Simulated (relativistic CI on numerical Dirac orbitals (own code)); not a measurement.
## Ir+: resonant inelastic scattering at the O2,3 edge

Computed with this model: Dirac-Coulomb-Breit CI, separate exchange-only KLI orbitals for each configuration, model QED, valence Slater integrals scaled by 0.9, Kramers-Heisenberg scattering through one core-hole configuration in a parametric crystal field; configurations [Xe] 4f14 5d8 → [Kr] 4d10 4f14 5s2 5p5 5d9; 10 K; core-hole width 1 eV; summed over polarisations. Incident energies are the highest absorption maxima for each field (at most a few, so the weaker spin-orbit partner edge can be absent), on the computed scale of the free ion. Intensities are in per cent of the strongest line above 0.02 eV; levels within 1 cm⁻¹ are merged; final levels count from the ground level, the first row holds all elastic scattering, lines under 0.4 are left out and each table stops after 24 rows. The scale of the Slater integrals is a model choice and moves the terms in proportion. The configuration is assumed, with all valence electrons in the open shell; the free ion's ground configuration is another.

Field parameters in Wybourne normalisation: D4h B²₀ = −7Ds, B⁴₀ = 21(Dq − Dt), B⁴₄ = 21√(5/14) Dq; Td as Oh with Dq negative (B⁴₀ = 21Dq, B⁴₄ = √(5/14) B⁴₀). The field is a parameter set, without covalency.

S is read from ⟨S²⟩ = S(S + 1).

Td, 10Dq = -8950 cm⁻¹:

```tsv
Final level (eV)	Degeneracy	Irrep	S	47.8 eV	49.6 eV	52.6 eV
0.000	1	A1	0.99	64.6	48.2	14.2
0.186	3	T1	0.99	14.7	100.0	10.8
0.398	2	E	0.96	42.0	42.2	18.9
0.646	3	T2	0.97	1.1	8.0	14.5
1.122	3	T2	0.70	6.9	12.2	34.5
1.521	2	E	0.58	4.1	16.7	10.6
1.596	3	T1	1.00	11.4	2.4	14.5
1.908	2	E	0.90	1.1	0.8	4.0
2.050	3	T2	0.78	14.9	1.2	1.3
2.652	1	A1	0.75	1.0	7.6	17.0
2.675	3	T2	0.58	1.0	9.0	2.4
2.799	3	T2	0.90	0.2	0.7	0.8
2.843	2	E	0.73	1.9	6.7	3.4
2.943	3	T1	0.99	1.6	0.0	0.7
3.348	1	A1	0.41	0.5	0.3	7.8
3.373	3	T1	0.06	0.6	5.5	24.1
3.512	3	T2	0.57	2.5	2.3	0.5
4.340	2	E	0.19	0.2	4.6	3.1
6.411	1	A1	0.14	0.1	0.3	2.5
```

D4h, 10Dq = 21300, Ds = 230, Dt = -80 cm⁻¹:

```csv
Final level (eV),Degeneracy,Irrep,S,49.6 eV,51.9 eV,53.6 eV
0.000,2,E,0.99,353.3,51.1,58.8
0.001,1,B2,0.99,82.4,13.5,8.7
1.257,1,B1,0.19,16.3,6.4,42.0
1.258,1,A1,0.18,15.7,6.2,55.5
2.359,1,A1,0.28,4.9,12.6,100.0
2.581,1,B1,0.97,10.9,34.8,3.0
2.584,2,E,0.98,45.0,48.0,82.5
2.592,1,A1,0.97,12.9,26.5,5.4
2.608,1,A2,0.98,24.5,18.5,37.1
2.829,2,E,0.96,97.3,22.9,20.8
2.890,1,B2,0.96,41.9,7.4,8.7
3.038,1,B1,1.00,35.8,0.4,6.1
3.646,2,E,0.97,18.5,3.8,22.9
3.753,1,B2,0.89,11.8,1.8,7.5
3.786,2,E,0.95,23.1,4.7,15.8
3.792,1,A1,0.89,8.8,3.1,6.5
3.803,1,A2,0.97,3.6,1.6,6.0
3.951,1,A1,0.92,6.3,3.2,11.8
3.967,1,B1,0.94,11.9,7.8,9.6
4.118,1,B2,0.41,5.1,1.3,8.2
4.173,2,E,0.31,15.7,2.4,15.8
4.491,1,A2,0.16,1.2,3.1,11.7
4.658,2,E,0.13,1.6,7.2,32.8
5.673,1,A1,0.96,0.7,1.0,8.1
```

For the first field the strongest loss at the lowest incident energy is the level at 0.40 eV (S = 0.96, against 0.99 in the thermal ground state). Levels of other spin, the first over 8 % at 3.37 eV, appear because spin-orbit coupling of the core hole, and in heavier ions of the valence shell too, mixes spins.
